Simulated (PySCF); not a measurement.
Compound: C6H13FOSi2.
Atom-mapped SMILES: `[CH3:1][CH2:2][O:3][C@@H:4]([F:5])[Si@@H:6]1[CH2:7][CH:8]=[CH:9][SiH2:10]1`

Cartesian coordinates in Å at the GFN2-xTB level; atoms count from 1:
```xyz
23
C6H13FOSi2 angstrom
C      3.831    0.201    1.030
C      2.795    0.918    0.184
O      1.688    0.044   -0.016
C      0.627    0.582   -0.700
F      1.004    0.880   -2.013
Si    -0.726   -0.791   -0.674
C     -2.337   -0.124   -1.483
C     -3.454   -0.092   -0.486
C     -3.341   -0.478    0.781
Si    -1.674   -1.105    1.407
H      3.404   -0.068    1.992
H      4.691    0.846    1.185
H      4.151   -0.707    0.527
H      3.218    1.200   -0.789
H      2.443    1.832    0.687
H      0.323    1.560   -0.285
H     -0.158   -1.871   -1.490
H     -2.212    0.878   -1.904
H     -2.647   -0.754   -2.320
H     -4.402    0.276   -0.870
H     -4.208   -0.422    1.425
H     -1.804   -2.484    1.891
H     -1.218   -0.292    2.544
```

NICS = −σ at a ghost point: NICS(0) at the centroid of the ring atoms, NICS(1) 1 Å to either side along the normal of their mean plane, zz for the tensor component along that normal. Level: GIAO PBE0/pcSseg-1 (PySCF, non-relativistic, gas phase) on the GFN2-xTB geometry, one conformer.

Ring bond lengths (Å), with Mayer bond orders in brackets: Si6–C7 1.923 (0.86), C7–C8 1.498 (1.05), C8–C9 1.330 (1.93), C9–Si10 1.887 (0.89), Si10–Si6 2.308 (0.93).

Task: What do the NICS probes read (ppm)?

Result: 
```json
{"ring": "Si6–C7–C8–C9–Si10", "type": "5-membered ring with 2 Si; formal bonds 1 double, 4 single", "NICS(0)": "-1.9", "NICS(1), two faces": "-3.3 / -2.9", "NICS(1)zz, two faces": "-1.8 / -0.5", "rms pucker (Å)": "0.00", "centre to ring atoms, mean (Å)": "1.50"}
```

Task: What can be read from them?

Result: 
- Si6–C7–C8–C9–Si10: mean NICS(1)zz -1.2 ppm, near zero. Si6, C7, Si10 have four or more neighbours, and the NICS criterion for π rings isn't applied.

Task: List the ring angles and the Hirshfeld charges of the ring atoms.

Result: 
- Si6–C7–C8–C9–Si10: Si6 94.7° (+0.267 e), C7 110.6° (-0.160 e), C8 124.3° (-0.030 e), C9 119.2° (-0.157 e), Si10 91.1° (+0.234 e); sum 540.0° against 540° for a flat convex ring.

Task: How shielded are the nuclei of the rings and their hydrogens (means over atoms taken as equivalent)?

Result: 
| atoms | environment | σ isotropic (ppm) |
| --- | --- | --- |
| Si6 | SiH silicon | 385.3 |
| C7 | sp3 carbon bound to silicon | 163.6 |
| C8 | alkene CH carbon | 25.6 |
| C9 | alkene CH carbon | 54.2 |
| Si10 | SiH2 silicon | 425.6 |
| H17 | Si–H hydrogen | 27.35 |
| H18 | methylene hydrogen | 29.65 |
| H19 | methylene hydrogen | 29.63 |
| H20 | vinylic hydrogen | 24.52 |
| H21 | vinylic hydrogen | 25.39 |
| H22 | Si–H hydrogen | 27.50 |
| H23 | Si–H hydrogen | 27.50 |

Hardware: an Arm Neoverse N1 with one thread, shared host. Cost: 2.0 min wall, 1.1 GiB resident at most. This is the whole shielding run at PBE0/pcSseg-1, SCF included.
